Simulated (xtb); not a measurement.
Hf(NH2)3(SH) (H7HfN3S), SMILES [NH2][Hf]([NH2])([NH2])[SH], multiplicity 1. All values are semi-empirical tight-binding results from xtb (GFN2-xTB unless named), good for trends rather than for accurate numbers. Geometry: GFN2-xTB. The spin state was assumed, not searched. Other conformers were not sampled.

For metal compounds this method's bond lengths and energies can be far off.

Computed properties:
```
Quantity                                      Result
-------------------------------------  -------------
orbital gap                                  2.53 eV
zero-point energy                      46.3 kcal/mol
G − E(el) at 298.15 K (modified RRHO)  21.8 kcal/mol
```
